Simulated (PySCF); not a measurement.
H4O4Ti, SMILES [OH][Ti]([OH])([OH])[OH], multiplicity 1. Atoms are numbered in the order given.

```xyz
9

Ti     0.0000     0.0000     0.0000
O      0.8498     1.1923    -1.0627
H      0.8637     2.1547    -0.9186
O     -1.1923     0.8498     1.0627
H     -2.1547     0.8637     0.9186
O     -0.8498    -1.1923    -1.0627
H     -0.8637    -2.1547    -0.9186
O      1.1923    -0.8498     1.0627
H      2.1547    -0.8637     0.9186
```

The structure is a stationary point at PBE-D3(BJ)/def2-SVP. The spin state was assumed, not searched. The isomer is the one that the SMILES or the coordinates give; other isomers of the formula were not compared. The values are those of a single conformer.

These are PBE0/def2-TZVP run with PySCF values and carry that method's errors.

```
Quantity                                                                                                        Value
---------------------------------------------------------------------------------------------  ----------------------
total energy                                                                                      -1152.60343 hartree
point group                                                                                                        S4
highest occupied level                                                                                       -9.03 eV
lowest empty level                                                                                           -1.27 eV
orbital gap                                                                                                   7.76 eV
dipole moment                                                                                                  0.00 D
quadrupole, principal values (traceless, Buckingham form, about the centre of nuclear charge)  -15.32, 7.66, 7.66 D·Å
mean static polarisability                                                                       48.8 bohr³ (7.23 Å³)
polarisability, principal values                                                               44.6, 50.9, 50.9 bohr³
```
